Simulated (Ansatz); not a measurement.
Mulliken charges of `CSB(O)O` from r2SCAN/def2-TZVPP in Ansatz (PBE0-D4/def2-TZVP geometry).

| atom | x (Å) | y (Å) | z (Å) | charge (e) |
| --- | --- | --- | --- | --- |
| C1 | -1.019 | 0.297 | 1.210 | -0.151 |
| S2 | 0.349 | -0.819 | 0.825 | -0.205 |
| B3 | 0.828 | -0.304 | -0.866 | 0.323 |
| O4 | 1.852 | -0.943 | -1.492 | -0.304 |
| O5 | 0.221 | 0.694 | -1.559 | -0.317 |
| H6 | -1.853 | 0.154 | 0.522 | 0.080 |
| H7 | -1.360 | 0.049 | 2.214 | 0.084 |
| H8 | -0.693 | 1.338 | 1.209 | 0.080 |
| H9 | 2.255 | -1.640 | -0.972 | 0.207 |
| H10 | -0.496 | 1.122 | -1.089 | 0.204 |

By hand: the dipole of these point charges (1 e Å = 4.8032 D).

Σ q r = (-0.236, 0.104, 0.217) e Å, of length 0.337 e Å = 1.62 D.

How does the dipole of the full density compare? (Estimate.)

The calculation gave: (-0.338, 0.102, 0.394) e Å, 2.54 D; the point charges give 0.64 times that, at 9° from its direction.

Point charges leave out the atoms' own dipoles, such as those of lone pairs, and Mulliken's split depends on the basis, so the two needn't agree.
